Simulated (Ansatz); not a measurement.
Computed with Ansatz.

A structure relaxed at PBE0-D4/def2-TZVP, charge 0, multiplicity 1:

```xyz
11

B     0.690   -1.038    1.717
C     0.939    0.007    0.596
N    -0.194    0.829    0.227
C    -0.787    0.749   -0.826
C    -1.479    0.726   -1.936
H     1.605   -1.745    2.025
H    -0.361   -1.138    2.274
H     1.399   -0.491   -0.273
H     1.729    0.664    0.993
H    -2.337    0.074   -2.032
H    -1.203    1.363   -2.766
```

Give its formula and SMILES.

C3H6BN, `BCN=C=C`.

Summarise the bond lengths by kind.

1 × B–C 1.553 Å; 2 × B–H 1.194 to 1.196 Å; 2 × C–N 1.211 to 1.448 Å; 4 × C–H 1.082 to 1.102 Å; 1 × C–C 1.309 Å.
